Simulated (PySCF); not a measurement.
C₃H₆NSSi (doublet state).
Numbering: `[H]/[N:1]=[CH:2]\[CH:3]=[CH:4]/[S:5][SiH2:6]` (hydrogens: H7 on N1; H8 on C2; H9 on C3; H10 on C4; H11, H12 on Si6)

Structure used (GFN2-xTB), in Å, numbered top down from 1:
```xyz
12
C3H6NSSi angstrom
N      3.2216    0.5199    0.4789
C      1.9593    0.5425    0.4193
C      1.0713   -0.5711    0.1664
C     -0.2650   -0.4847    0.1137
S     -1.1669    0.9850    0.3622
Si    -3.1852    0.3010    0.0006
H      3.6307   -0.4034    0.3272
H      1.4842    1.5068    0.5771
H      1.5310   -1.5401    0.0084
H     -0.8701   -1.3619   -0.0683
H     -3.3933   -0.9259    0.7573
H     -4.0164    1.4314    0.3606
```

The hyperfine couplings belong to this conformer and change with its torsions.

Method used: UKS B3LYP, pcH-1 on C H N S Si, non-relativistic, mean-field spin-orbit, GIAO (PySCF 2.14.0). Isolated species at its GFN2-xTB geometry (one conformer only). The geometry wasn't refined by DFT: couplings that depend on bond lengths, twists or pyramidal angles can differ widely from those at the functional's own minimum, by a factor of two or more for some ions and for spin on atoms past the first row. No stability test was run, so a lower SCF solution isn't excluded.

Match the computed a_iso(13C) values +3.3, -1.5 MHz with the sites C2; C3.

```csv
site,a_iso (MHz),ρ(0) (bohr⁻³),position,distance from Si6 (Å),spin population,largest |T| (MHz)
C2,-1.5,-0.0013,4 bonds from Si6,5.17,-0.01,1.3
C3,+3.3,+0.0029,3 bonds from Si6,4.35,+0.04,6.2
```

ρ(0) is the spin density at the nucleus and T the dipolar tensor; a_iso includes a spin–orbit part; entries for several nuclei are means. The Mulliken spin populations are largest on Si6 (+0.81) and S5 (+0.12). Si6 is the only atom above +0.15. The angles at Si6 add up to 329.1°, so it is pyramidal.

Nuclei that the bonding pattern makes equivalent are averaged, as if the motion that swaps them (rotation, inversion, ring flip) were fast. The 1H value of +74.7 MHz is a mean of couplings from 50.0 to 99.5 MHz in this one geometry, not an average over conformers.

Hardware: one thread of an Arm Neoverse V1, shared host with 32 logical CPUs at a one-minute load of 32. Cost: 63 s (grids of density and orbitals included), 0.84 GiB resident at most.
